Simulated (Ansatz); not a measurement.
One change: `N[SiH2]C=O` becomes `N[SiH2]C=[Se]`.

Ansatz, PBE0-D4/def2-TZVP geometries, multiplicity 1. Each molecule was computed in one conformer, which needn't be the lowest.

Scalar relativity is left out up to krypton.

| property | `N[SiH2]C=O` |
| --- | --- |
| LUMO energy (PBE/def2-TZVPP) / eV | -2.68 |
| LUMO energy (B3LYP/def2-TZVPP) / eV | -1.76 |
| size of the dipole moment (B3LYP/def2-TZVPP) / D | 1.77 |
| HOMO energy (PBE/def2-TZVPP) / eV | -5.61 |
| HOMO energy (PBE0/def2-TZVPP) / eV | -7.07 |
| LUMO energy (ωB97M-V/def2-TZVPP) / eV | 0.83 |

Question: What does the change do to each property? (An estimate is asked.)

Answer: The calculation gave: 
```tsv
property	`N[SiH2]C=[Se]`	shift
LUMO energy (PBE/def2-TZVPP) / eV	-3.80	-1.12
LUMO energy (B3LYP/def2-TZVPP) / eV	-3.12	-1.36
size of the dipole moment (B3LYP/def2-TZVPP) / D	1.22	-0.55
HOMO energy (PBE/def2-TZVPP) / eV	-5.21	0.40
HOMO energy (PBE0/def2-TZVPP) / eV	-6.35	0.72
LUMO energy (ωB97M-V/def2-TZVPP) / eV	-0.87	-1.70
```

With PBE0 the HOMO rises by 0.72 eV and the LUMO falls by 1.46 eV, so the gap narrows by about 2.18 eV. PBE moves the HOMO by 0.40 eV and ωB97M-V by 0.88 eV. Dipoles are sizes alone; their direction can turn.

B3LYP here is the variant with VWN-RPA as its local correlation; programs differ in this.

Spin–orbit coupling is left out; it splits and shifts lone-pair levels of the heavy atoms by tenths of an eV.
